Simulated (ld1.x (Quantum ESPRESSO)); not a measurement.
## Scattering properties, RRKJ potential for boron (B)

| Quantity | Value |
| --- | --- |
| Element | boron (B) |
| Generator | ld1.x (Quantum ESPRESSO) 7.5 |
| Type | norm-conserving RRKJ (Kleinman–Bylander form) |
| Functional | PBE |
| Relativity | scalar-relativistic |
| Frozen core | [He] |
| Valence charge | 3 |
| Reference configuration | 2s2 2p1 |
| Partial waves | 2s (bound): rc 1.45 bohr; 3d channel at -0.05 Ry: rc 4.10 bohr; 2p (bound): rc 3.85 bohr |
| Local potential | the p channel |
| Core correction | Bessel-smoothed model core inside 1.45 bohr |
| rho0 | 0.005 |

The phase is arctan(r·u′/u) with u = r·R(r), unwrapped; energies in Ry, scanned from -3 to 5 Ry. A pole is an energy at which the radial function vanishes at the test radius. The pseudo phase is shifted by a multiple of π to meet the all-electron one at the reference energy, and phase errors are pseudo minus all-electron; the curves can meet again beyond the range given. Levels narrower than the energy grid can be missing from the lists of poles.

| channel | radius (bohr) | reference energy (Ry) | poles, all-electron | poles, pseudo | unbroken range about the reference energy with phases within 0.05 rad | phase error 1 Ry above the reference energy (rad) |
| --- | --- | --- | --- | --- | --- | --- |
| s | 4.47 | -0.69 | -0.66, 1.19, 4.05 | -0.66, 1.23, 3.33 | below 0.0 | +0.338 |
| p | 4.47 | -0.27 | -0.19, 1.36, 3.94 | -0.19, 1.70, 4.59 | below 0.1 | +0.394 |
| d | 4.47 | -0.05 | 1.02, 3.11 | 0.97, 2.44 | below 1.2 | -0.025 |

Phases in the d channel:

```
E (Ry)  all-electron  pseudo
 -3.00         1.445   1.445
 -2.76         1.440   1.440
 -2.52         1.434   1.434
 -2.28         1.427   1.427
 -2.04         1.420   1.420
 -1.80         1.411   1.411
 -1.56         1.400   1.400
 -1.32         1.387   1.387
 -1.08         1.371   1.371
 -0.84         1.349   1.349
 -0.60         1.318   1.318
 -0.36         1.270   1.270
 -0.12         1.186   1.186
  0.12         0.986   0.986
  0.36         0.160   0.150
  0.60        -1.141  -1.159
  0.84        -1.464  -1.484
  1.08        -1.598  -1.635
  1.32        -1.703  -1.807
  1.56        -1.852  -2.576
  1.80        -2.317  -4.352
  2.04        -3.978  -4.588
  2.28        -4.450  -4.675
  2.52        -4.583  -4.729
  2.76        -4.650  -4.776
  3.00        -4.695  -4.825
  3.24        -4.732  -4.893
  3.48        -4.768  -5.013
  3.72        -4.810  -5.347
  3.96        -4.871  -6.659
  4.20        -4.990  -7.426
  4.44        -5.414  -7.620
  4.68        -7.097  -7.703
  4.92        -7.574  -7.750
```
